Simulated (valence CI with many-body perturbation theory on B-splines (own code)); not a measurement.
## E1 transitions of K XV

Method: configuration interaction combined with many-body perturbation theory (CI+MBPT): three valence electrons over a frozen Dirac-Fock core [He], a basis of 11 s, 11 p, 10 d, 8 f, 5 g, 2 h functions for each j, with the one-electron correlation potential Σ1 (screened to all orders), the two-electron term Σ2, the three-electron term Σ3, Breit, model QED; selected single and double excitations, second order for the rest, scaled by the run's own slope (own B-spline code, finite nucleus).

No measured levels were compared; by estimate levels of excited configurations hold to 0.05 to 0.15 % of their energy, terms of the ground configuration to about 0.5 %.

Lines 151 to 200 of 531 in falling wavelength, among levels below 724.71 eV, chosen from the strongest by gf and those to the six lowest levels. Wavelengths and rates use the calculated energies, so an error of 400 cm⁻¹ moves a line at 20.13 nm by 0.081 % and its rate by three times that or more. Electric multipoles are in the length gauge, E1 and E2 with the static RPA response of the core. Weak lines are less certain than strong ones. Lines between different terms over intervals too small for the method are left out, as are lines whose strength nearly cancels. Where a level lies close to another of its J and parity, the split of strength between their lines is uncertain. The highest levels of a list are the least certain.

Names give the largest LS component (configuration and term), which can be under half, so a name can repeat, a term be missing and a line seem to break the LS rules; names also repeat where a configuration has a term twice. Letters in brackets count levels of one name in rising energy.

```csv
λ vac (nm),Upper,Lower,A (s⁻¹),S (a.u.) with core polarisation,S without
20.13,2s.2p.3s 2P°_3/2 [b],2s2.3s 2S_1/2,9.31e+09,1.50e-01,1.51e-01
19.95,2p3 4S°_3/2,2s.2p2 4P_5/2,1.19e+10,1.86e-01,1.87e-01
19.61,2s.2p.3d 2P°_1/2 [b],2s2.3d 2D_3/2,1.47e+10,1.09e-01,1.10e-01
19.60,2s.2p.3d 2P°_3/2 [b],2s2.3d 2D_5/2,1.33e+10,1.97e-01,1.98e-01
19.39,2p3 4S°_3/2,2s.2p2 4P_3/2,8.63e+09,1.24e-01,1.25e-01
18.97,2p3 4S°_3/2,2s.2p2 4P_1/2,4.65e+09,6.27e-02,6.30e-02
18.67,2p3 2P°_1/2,2s.2p2 2D_3/2,1.31e+10,8.44e-02,8.48e-02
18.51,2p3 2P°_3/2,2s.2p2 2D_5/2,9.00e+09,1.13e-01,1.13e-01
18.45,2p3 2P°_3/2,2s.2p2 2D_3/2,2.01e+09,2.49e-02,2.50e-02
18.08,2s.2p2 2S_1/2,2s2.2p 2P°_1/2,1.62e+10,9.47e-02,9.51e-02
17.87,2s.2p2 2P_1/2,2s2.2p 2P°_3/2,1.73e+10,9.77e-02,9.82e-02
17.53,2s.2p2 2P_3/2,2s2.2p 2P°_3/2,2.34e+10,2.49e-01,2.50e-01
16.99,2s.2p2 2P_1/2,2s2.2p 2P°_1/2,6.49e+09,3.14e-02,3.16e-02
16.68,2s.2p2 2P_3/2,2s2.2p 2P°_1/2,4.20e+09,3.85e-02,3.87e-02
8.688,2s.2p.4p 2D_5/2 [a],2s.2p.3d 2F°_7/2 [a],2.32e+10,4.51e-02,4.51e-02
8.478,2s.2p.4f 4F_9/2,2s.2p.3d 2F°_7/2 [a],4.26e+10,1.28e-01,1.28e-01
8.460,2s.2p.4f 4G_5/2 [b],2s.2p.3d 2P°_3/2 [a],1.30e+11,2.33e-01,2.33e-01
8.407,2s.2p.4f 4F_7/2 [a],2s.2p.3d 2F°_5/2 [a],7.17e+10,1.68e-01,1.68e-01
8.381,2s.2p.4f 4D_3/2,2s.2p.3d 2P°_1/2 [a],3.43e+10,3.99e-02,3.99e-02
8.352,2s.2p.4f 4F_5/2,2s.2p.3d 2F°_5/2 [a],2.92e+10,5.04e-02,5.04e-02
8.351,2s.2p.4f 2D_3/2,2s.2p.3d 2P°_1/2 [a],4.27e+11,4.90e-01,4.91e-01
8.350,2s.2p.4f 2F_7/2 [a],2s.2p.3d 2F°_5/2 [a],7.49e+10,1.72e-01,1.72e-01
8.333,2s.2p.4f 4G_9/2,2s.2p.3d 2F°_7/2 [a],1.43e+10,4.07e-02,4.07e-02
8.329,2s.2p.4f 4F_7/2 [b],2s.2p.3d 2F°_7/2 [a],1.76e+10,4.01e-02,4.01e-02
8.328,2s.2p.4f 4D_5/2,2s.2p.3d 2P°_3/2 [a],9.03e+10,1.54e-01,1.55e-01
8.324,2s.2p.4f 2G_7/2,2s.2p.3d 2F°_5/2 [a],2.34e+11,5.34e-01,5.34e-01
8.315,2s.2p.4f 2F_7/2 [b],2s.2p.3d 2F°_7/2 [a],7.03e+10,1.60e-01,1.60e-01
8.303,2s.2p.4f 2D_5/2,2s.2p.3d 2P°_3/2 [a],3.07e+11,5.20e-01,5.20e-01
8.298,2s.2p.4f 2G_9/2,2s.2p.3d 2F°_7/2 [a],6.05e+11,1.71e+00,1.71e+00
8.292,2s.2p.4p 2D_5/2 [b],2s.2p.3d 2F°_7/2 [b],2.37e+10,4.00e-02,4.00e-02
8.280,2s.2p.4f 2D_3/2,2s.2p.3d 2P°_3/2 [a],1.10e+11,1.24e-01,1.24e-01
8.209,2s.2p.4f 4F_7/2 [b],2s.2p.3d 2F°_5/2 [a],5.91e+10,1.29e-01,1.29e-01
8.195,2s.2p.4f 2F_7/2 [b],2s.2p.3d 2F°_5/2 [a],1.87e+11,4.06e-01,4.06e-01
8.188,2s.2p.4p 4D_7/2,2s.2p.3d 4F°_9/2,1.96e+10,4.24e-02,4.24e-02
8.173,2s.2p.4f 2D_5/2,2s.2p.3d 2F°_5/2 [a],3.78e+10,6.10e-02,6.11e-02
8.120,2s.2p.4s 2P°_3/2 [a],2s.2p.3p 2D_5/2 [a],6.85e+10,7.24e-02,7.23e-02
8.098,2s.2p.4s 4P°_5/2,2s.2p.3p 4P_5/2,5.24e+10,8.25e-02,8.24e-02
8.071,2s.2p.4f 2G_7/2,2s.2p.3d 4P°_5/2,7.67e+10,1.59e-01,1.59e-01
8.059,2s.2p.4s 4P°_5/2,2s.2p.3p 4P_3/2,3.15e+10,4.88e-02,4.87e-02
8.055,2s.2p.4f 4G_5/2 [a],2s.2p.3d 2D°_3/2 [a],9.13e+10,1.41e-01,1.41e-01
8.036,2s.2p.4f 4F_9/2,2s.2p.3d 4D°_7/2,1.78e+11,4.56e-01,4.56e-01
8.023,2s.2p.4f 2F_7/2 [a],2s.2p.3d 2D°_5/2 [a],1.68e+11,3.43e-01,3.43e-01
8.001,2s.2p.4f 4F_5/2,2s.2p.3d 2D°_3/2 [a],7.05e+10,1.07e-01,1.07e-01
7.999,2s.2p.4f 2G_7/2,2s.2p.3d 2D°_5/2 [a],1.18e+11,2.39e-01,2.39e-01
7.998,2s.2p.4f 4G_5/2 [a],2s.2p.3s 2P°_3/2 [b],2.90e+10,4.40e-02,4.40e-02
7.993,2s.2p.4f 4G_5/2 [a],2s.2p.3d 4D°_3/2,4.63e+10,7.01e-02,7.01e-02
7.985,2s.2p.4f 4G_5/2 [a],2s.2p.3d 4D°_5/2,2.41e+10,3.64e-02,3.64e-02
7.981,2s.2p.4f 4F_7/2 [a],2s.2p.3d 4D°_5/2,3.60e+11,7.22e-01,7.22e-01
7.976,2s.2p.4f 4G_5/2 [b],2s.2p.3d 2D°_3/2 [a],2.95e+11,4.43e-01,4.43e-01
7.965,2s.2p.4f 4D_5/2,2s.2p.3d 4P°_3/2,2.42e+11,3.62e-01,3.62e-01
```
